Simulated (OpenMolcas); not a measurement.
## Ionisation energies of promethium

```yaml
Program: OpenMolcas
Basis: ANO-R2 [8s6p4d4f1g]
Scalar_Hamiltonian: X2C, finite nucleus
Spin-orbit_coupling: state interaction with AMFI integrals over the reference wave functions, term energies averaged over their components
```

Active shells in each charge state: the valence f shell, with orbitals averaged over the low states. Where CASPT2's correlated closed shells are named, they are those of the first ion.

A. CASSCF
B. SS-CASPT2, IPEA 0.25 Eh, imaginary shift 0.1 Eh (closed shells correlated: 5s 5p)
C. SS-CASPT2, IPEA 0 Eh, imaginary shift 0.1 Eh (closed shells correlated: 5s 5p)
D. SS-CASPT2, IPEA 0.25 Eh, imaginary shift 0.1 Eh (closed shells correlated: 4d 5s 5p)

Energies in eV between the lowest computed levels, named as in B; reference values from the NIST Atomic Spectra Database with their kind.

```json
{"From": "Pm2+ 4f5 6H* 5/2", "To": "Pm3+ 4f4 5I4", "A": "19.812", "B": "22.308", "C": "22.734", "D": "22.424", "Spin-orbit share in B": "-0.044", "Reference": "22.440 (semi-empirical)"}
{"From": "Pm3+ 4f4 5I4", "To": "Pm4+ 4f3 4I* 9/2", "A": "39.171", "B": "40.633", "C": "40.732", "D": "40.557", "Spin-orbit share in B": "-0.119", "Reference": "41.170 (semi-empirical)"}
```

The lowest level within the active space need not be the ion's true ground level.

* marks odd parity.
